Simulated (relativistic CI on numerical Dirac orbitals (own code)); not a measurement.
# Radial parameters of Ge23+

Computed by Dirac-Coulomb-Breit CI, orbitals from a KLI potential per configuration, a model potential for QED, unscaled Slater integrals (own radial code, finite nucleus).

Slater integrals F^k, G^k are unscaled and averaged over j, outside the closed core 1s2; ζ comes from projecting the Hamiltonian with its Breit term on Σ l·s of the shell.

- 2s2 2p5: ζ(2p) = 175090 cm⁻¹; <r>(2p) = 0.1767, <r^2>(2p) = 0.03794 (bohr units).
- 2p6 3p: ζ(3p) = 44460 cm⁻¹; <r>(3p) = 0.4747, <r^2>(3p) = 0.2596 (bohr units).
- 2p6 3d: ζ(3d) = 5341.3 cm⁻¹; <r>(3d) = 0.4179, <r^2>(3d) = 0.2009 (bohr units).

Averages of the first 10 configurations, taken without configuration mixing, which lowers the lowest level and can move excited configurations by several eV; other configurations of the list can lie among them:

```json
{"Configuration": "2s2 2p5", "Parity": "odd", "States": "6", "Average energy above the lowest level (eV)": "11.2"}
{"Configuration": "2s 2p6", "Parity": "even", "States": "2", "Average energy above the lowest level (eV)": "190.8"}
{"Configuration": "2p6 3s", "Parity": "even", "States": "2", "Average energy above the lowest level (eV)": "1677.3"}
{"Configuration": "2p6 3p", "Parity": "odd", "States": "6", "Average energy above the lowest level (eV)": "1722.3"}
{"Configuration": "2p6 3d", "Parity": "even", "States": "10", "Average energy above the lowest level (eV)": "1778.4"}
{"Configuration": "2s2 2p4 3s", "Parity": "even", "States": "30", "Average energy above the lowest level (eV)": "1324.5"}
{"Configuration": "2s2 2p4 3p", "Parity": "odd", "States": "90", "Average energy above the lowest level (eV)": "1373.0"}
{"Configuration": "2s2 2p4 3d", "Parity": "even", "States": "150", "Average energy above the lowest level (eV)": "1429.6"}
{"Configuration": "2s 2p5 3s", "Parity": "odd", "States": "24", "Average energy above the lowest level (eV)": "1489.3"}
{"Configuration": "2s 2p5 3p", "Parity": "even", "States": "72", "Average energy above the lowest level (eV)": "1536.0"}
```
